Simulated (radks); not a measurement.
Results of a calculation; reference values are marked as such.
Dipole-allowed excitations along the series with 3 electrons in [He] 2s1. Level of theory: non-relativistic Kohn-Sham, LDA (Slater exchange, VWN5 correlation), spin-polarised, spherical densities, point nucleus; open shells are filled with parallel spins first (a radial shooting solver on a logarithmic mesh with Libxc functionals). Time-dependent linear response with the Hartree and adiabatic LDA kernel, continuum included through the Sternheimer equations. Lines are the poles of the dipole polarisability below minus the highest occupied eigenvalue, found on a grid refined at the orbital gaps; the lowest seven at most are given, and weak or close lines can be missed. The first line takes the name of the lowest orbital gap if no other gap lies below it; otherwise a line is named after a gap within 0.6 % of it, if that gap stands alone.

| species | -e(HOMO) (eV) | lowest orbital gap (eV) | first line (eV) | f | strongest line (eV) | its f | static alpha (bohr^3) | measured (eV) |
|---|---|---|---|---|---|---|---|---|
| Li | 3.165 | 2s-2p 1.826 | 1.972 (2s-2p) | 0.743 | the first | 0.743 | 143.6 | 2s-2p 1.848 |
| Be+ | 14.299 | 2s-2p 3.879 | 4.225 (2s-2p) | 0.486 | the first | 0.486 | 21.21 | 2s-2p 3.959 |
| B2+ | 32.360 | 2s-2p 5.869 | 6.376 (2s-2p) | 0.352 | the first | 0.352 | 6.813 | - |
| C3+ | 57.258 | 2s-2p 7.831 | 8.487 (2s-2p) | 0.276 | the first | 0.276 | 3.008 | - |
| N4+ | 88.970 | 2s-2p 9.779 | 10.579 (2s-2p) | 0.226 | 57.734 (unassigned) | 0.239 | 1.585 | - |
| O5+ | 127.49 | 2s-2p 11.719 | 12.661 (2s-2p) | 0.192 | 80.781 (unassigned) | 0.266 | 0.9351 | - |

Measured values: term averages from the NIST Handbook of Basic Atomic Spectroscopic Data.
